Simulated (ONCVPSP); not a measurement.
# Varying the ONCV potential for phosphorus

Base potential:

ONCVPSP 4.0.1 input, shortened (lines: element, Z, core and valence counts, functional; n l f; lmax; l rc ep ncon nbas qcut; lloc lpopt rc5 dvloc0; l nproj debl; icmod fcfact rcfact), PBEsol, non-relativistic:

```
  P 15.00    3    2  -116133      upf
    1    0    2.00
    2    0    2.00
    2    1    6.00
    3    0    1.75
    3    1    3.25
    2
    0    1.25    0.00    3    6    5.30
    1    1.50    0.00    4    9    6.40
    2    1.35    0.28    5    8    6.00
    4    2    0.90   -1.00
    0    3    2.10
    1    1    3.60
    2    3    3.20
    2    0.35    0.65
```

All-electron outer shells of the reference configuration (PBEsol, non-relativistic, ld1.x):

```tsv
shell	level (eV)	outermost node (bohr)	outermost maximum (bohr)
2s	-173.03	0.14	0.42
2p	-124.73	–	0.36
3s	-14.02	0.66	1.58
3p	-5.63	0.64	1.83
```

Cutoffs, loose and tight: the cutoffs (Ha) at which the residual kinetic energy of the hardest occupied pseudo-wave falls to 1 and 0.1 mHa per electron. They do not see the model core or the augmentation charge, which bear on the density cutoff. Test errors are all-electron minus pseudo excitation energies from the reference, over the configurations 3s2 3p3; 3s2 3p2; 3s2 3p1; 3s1 3p0. A dash means not determined; rows that change the core or the reference have their own tests.

For the base: The cutoffs count occupied waves only; projector 2 of the d channel, the hardest unoccupied one, needs 46 Ha at the loose tolerance.

A true bound ghost makes a file unfit for plane-wave use even where its test errors are small: the radial tests pick states by their node count and pass the ghost by.

```csv
change,outcome,"cutoff, loose","cutoff, tight",bound ghosts,GHOST(+) flags above zero,largest test error (meV)
base,generated,10 Ha,57 Ha,"s, d",s,+161
d: rc 0.98,generated,10 Ha,57 Ha,"s, d","s, d",+161
d: rc 1.04,generated,10 Ha,57 Ha,"s, d","s, d",+161
d: rc 1.32,generated,10 Ha,57 Ha,"s, d",s,+161
d: rc 1.44,generated,10 Ha,57 Ha,"s, d",s,+161
d: rc 1.58,generated,10 Ha,57 Ha,"s, d","s, d",+161
d: rc 1.74,generated,10 Ha,57 Ha,"s, d","s, d",+161
d: rc 1.82,generated,10 Ha,57 Ha,"s, d",s,+161
d: rc 1.92,generated,10 Ha,57 Ha,"s, d",s,+161
```

(1) What comes out with this change to the base: d: rc 1.16?

Answers

(1) outcome: generated; cutoff, loose: 10 Ha; cutoff, tight: 57 Ha; bound ghosts: s; GHOST(+) flags above zero: s, d; largest test error (meV): +161.

Reading the sweep of the d radius (base included, trends over the rows without a ghost): Bound ghosts are found at 0.98, 1.04, 1.16, 1.32, 1.35, 1.44, 1.58, 1.74, 1.82, 1.92 bohr. Every judged row has one, so this setting neither creates nor removes them.
